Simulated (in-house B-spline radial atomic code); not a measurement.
Eu³⁺ is squeezed into an impenetrable sphere of radius R (the orbitals vanish at R). No spin polarisation. Computed with a B-spline radial code for spherical atoms: scalar-relativistic (X2C) PBE, spherical fractional occupations, Fermi nucleus of rms radius 5.1115 fm.

Energies in eV above the free ion in [Xe] 4f6:

```json
{"R (bohr)": "9.63", "highest level (eV)": "-33.1", "[Xe] 4f6": "1.02e-05", "[Kr] 4d9 4f6 5s2 5p6 5f1": "163", "[Kr] 4d10 4f6 5s2 5p5 5f1": "43.57"}
{"R (bohr)": "6.91", "highest level (eV)": "-33.1", "[Xe] 4f6": "0.0001001", "[Kr] 4d9 4f6 5s2 5p6 5f1": "163.7", "[Kr] 4d10 4f6 5s2 5p5 5f1": "44.26"}
{"R (bohr)": "5.1", "highest level (eV)": "-33.1", "[Xe] 4f6": "0.02441", "[Kr] 4d9 4f6 5s2 5p6 5f1": "166.5", "[Kr] 4d10 4f6 5s2 5p5 5f1": "47.3"}
{"R (bohr)": "4.54", "highest level (eV)": "-33", "[Xe] 4f6": "0.133", "[Kr] 4d9 4f6 5s2 5p6 5f1": "168.9", "[Kr] 4d10 4f6 5s2 5p5 5f1": "49.78"}
{"R (bohr)": "3.52", "highest level (eV)": "-31.5", "[Xe] 4f6": "2.696", "[Kr] 4d9 4f6 5s2 5p6 5f1": "179.8", "[Kr] 4d10 4f6 5s2 5p5 5f1": "61.41"}
{"R (bohr)": "3.29", "highest level (eV)": "-30.5", "[Xe] 4f6": "5.222", "[Kr] 4d9 4f6 5s2 5p6 5f1": "185.7", "[Kr] 4d10 4f6 5s2 5p5 5f1": "67.51"}
{"R (bohr)": "2.42", "highest level (eV)": "-17.8", "[Xe] 4f6": "61.62", "[Kr] 4d9 4f6 5s2 5p6 5f1": "266.8", "[Kr] 4d10 4f6 5s2 5p5 5f1": "148.7"}
{"R (bohr)": "2.29", "highest level (eV)": "-13.4", "[Xe] 4f6": "89.19", "[Kr] 4d9 4f6 5s2 5p6 5f1": "301.5", "[Kr] 4d10 4f6 5s2 5p5 5f1": "182.4"}
{"R (bohr)": "1.81", "highest level (eV)": "17.3", "[Xe] 4f6": "362.6", "[Kr] 4d9 4f6 5s2 5p6 5f1": "622.2", "[Kr] 4d10 4f6 5s2 5p5 5f1": "486.7"}
{"R (bohr)": "1.35", "highest level (eV)": "184", "[Xe] 4f6": "1608", "[Kr] 4d9 4f6 5s2 5p6 5f1": "1993", "[Kr] 4d10 4f6 5s2 5p5 5f1": "1765"}
```

Problem. Does [Kr] 4d9 4f6 5s2 5p6 5f1 fall below [Xe] 4f6 under compression?

Solution. No, it stays above over the whole range.

Problem. Does [Kr] 4d10 4f6 5s2 5p5 5f1 fall below [Xe] 4f6 under compression?

Solution. No, it stays above over the whole range.

The highest level is first positive in the row R = 1.81 bohr, pushed up by confinement above the zero of the free ion's potential. Each configuration is held fixed and needn't be the lowest in the sphere.
